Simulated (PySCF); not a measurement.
**Telling isomers of C$_{5}$H$_{6}$F$_{3}$NO apart by NMR**

PySCF 2.14.0 with density-fitted response routines calculation with geometry from GFN2-xTB and PBE0/pcSseg-1 with gauge-including orbitals; one averaged value for each set of equivalent atoms, in vacuum, one conformer, non-relativistic Hamiltonian.

Chemical shifts δ = σref − σ; ¹H (31.72 ppm) and ¹³C (186.93 ppm) against TMS, all at this level. Splittings of carbon signals by F and P are missing where no couplings were computed. Where no couplings were computed, multiplicities follow the n + 1 count of equivalent neighbours, and m marks all less simple cases (inequivalent or close neighbours, rings, F or P nearby). Acid and N–H amide carbonyl carbons lie up to 10 ppm further downfield in solution (hydrogen bonding). Shifts are as computed. Against solution values, carbons near 30 ppm lie about +3 ppm off and those near 130 ppm about +5 ppm (rms about the fit 2.1 ppm; single classes can miss by 10 ppm). Of 1328 compounds with measured shifts, 309 miss one by over three times the rms of a fit or turn the order of signals round; such compounds aren't used in these exercises. Signals without a measured value on file couldn't be tested in this way; 1H shifts scatter by 0.2 ppm about their fit, and single ones miss by 0.5 ppm. OH and NH positions are gas-phase values without hydrogen bonding to other molecules.

(1) Tabulate the signals of `[H]/N=C1\CC[C@@H]1OC(F)(F)F`, `CNC(=O)/C=C\C(F)(F)F` and their relative energies.

(2) What is the quickest way to tell [H]/N=C1\CC[C@@H]1OC(F)(F)F from CNC(=O)/C=C\C(F)(F)F?

Results:

(1) 
| SMILES | carbon types | δC | δH | E rel. (kcal/mol) |
| --- | --- | --- | --- | --- |
| [H]/N=C1\CC[C@@H]1OC(F)(F)F | 2×C 1×CH 2×CH2 | 179.2, 130.2, 81.7, 35.0, 21.3 | 11.76 (br s, 1H), 5.23 (m, 1H), 2.86 (m, 1H), 2.59 (m, 1H), 2.38 (m, 1H), 2.28 (m, 1H) | 22.9 |
| CNC(=O)/C=C\C(F)(F)F | 2×C 2×CH 1×CH3 | 164.9, 148.0, 132.0, 130.2, 26.1 | 6.66 (m, 1H), 6.12 (m, 1H), 5.32 (br, 1H), 3.18 (d, 3H) | 0.0 |

Energies are electronic energies at PBE0/pcSseg-1 on these geometries, without zero-point or thermal terms, each for the one conformer computed, which needn't be the lowest.

(2) Both give the same number of carbon signals, but DEPT or the intensities differ. The first has an sp3 CH2 in a ring at 35.0 ppm, the second an α carbon of a C=C–C=O unit (CH) at 148.0 ppm. Their most deshielded carbons lie at 179.2 and 164.9 ppm. In the proton spectra the most deshielded non-exchanging signals are 5.23 (m, 1H) and 6.66 (m, 1H).
